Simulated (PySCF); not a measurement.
ClGeH3S3. Atoms are numbered in the order given.

```xyz
8

S     -0.7392    -0.4656    -2.0266
Ge    -0.0024     0.0013    -0.0113
S     -0.3062    -1.7986     1.2115
S      2.0786     0.7005     0.1303
Cl    -1.1373     1.6816     0.6798
H     -0.3171    -1.7441    -1.9573
H      0.6199    -1.4338     2.1201
H      2.5788    -0.4331    -0.4017
```

Coordinates come from a ωB97X-D3(BJ)/def2-SVP optimisation. The structure was generated by enumeration, and PubChem lists no compound with its InChIKey, so it may never have been made. One conformer was computed; it need not be the lowest.

Level of theory: PBE/def2-TZVP run with PySCF.

ESP charges are fitted to the potential on shells at 1.4 to 2.0 van der Waals radii. Atomic charges (e):

```json
[
 {"atom": "S1", "Löwdin": "0.11", "Mulliken": "-0.29", "ESP fit": "-0.17", "IAO": "-0.25"},
 {"atom": "Ge2", "Löwdin": "-0.63", "Mulliken": "0.61", "ESP fit": "0.06", "IAO": "0.70"},
 {"atom": "S3", "Löwdin": "0.10", "Mulliken": "-0.30", "ESP fit": "-0.21", "IAO": "-0.26"},
 {"atom": "S4", "Löwdin": "0.10", "Mulliken": "-0.29", "ESP fit": "-0.17", "IAO": "-0.26"},
 {"atom": "Cl5", "Löwdin": "0.14", "Mulliken": "-0.26", "ESP fit": "-0.04", "IAO": "-0.28"},
 {"atom": "H6", "Löwdin": "0.06", "Mulliken": "0.17", "ESP fit": "0.19", "IAO": "0.12"},
 {"atom": "H7", "Löwdin": "0.06", "Mulliken": "0.18", "ESP fit": "0.18", "IAO": "0.12"},
 {"atom": "H8", "Löwdin": "0.06", "Mulliken": "0.17", "ESP fit": "0.15", "IAO": "0.11"}
]
```
